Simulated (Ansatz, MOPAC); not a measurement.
Species: C₂HO, net charge -1, singlet state. SMILES: C#C[O-]

Atoms: C1, C2, O3, H4. Bonds: C1-C2, C1-H4, C2-O3.

Bond lengths (Å) and angles (degrees) optimised at MNDO with MOPAC; HF/STO-3G with Ansatz (a program for electronic structure); PBE/6-31G* with Ansatz; B3LYP/6-31G* with Ansatz, each started from the B3LYP-D3(BJ)/def2-TZVP structure (Ansatz) of the last column. A row stands for all coordinates that are equal there. 6-31G* holds six Cartesian d functions. No wavenumbers were computed at MNDO, HF/STO-3G, PBE/6-31G*, so these may be saddle points.

```tsv
coordinate	MNDO	HF/STO-3G	PBE/6-31G*	B3LYP/6-31G*	B3LYP-D3(BJ)/def2-TZVP
C1-C2	1.218	1.189	1.281	1.265	1.256
C1-H4	1.039	1.046	1.087	1.076	1.068
C2-O3	1.235	1.262	1.239	1.232	1.220
C1-C2-O3	180.0	180.0	170.9	172.0	173.0
C2-C1-H4	180.0	180.0	132.4	136.0	140.1
```

Mean signed difference of all 3 bond lengths from B3LYP-D3(BJ)/def2-TZVP: MNDO -0.018 Å, HF/STO-3G -0.016 Å, PBE/6-31G* 0.021 Å, B3LYP/6-31G* 0.009 Å.
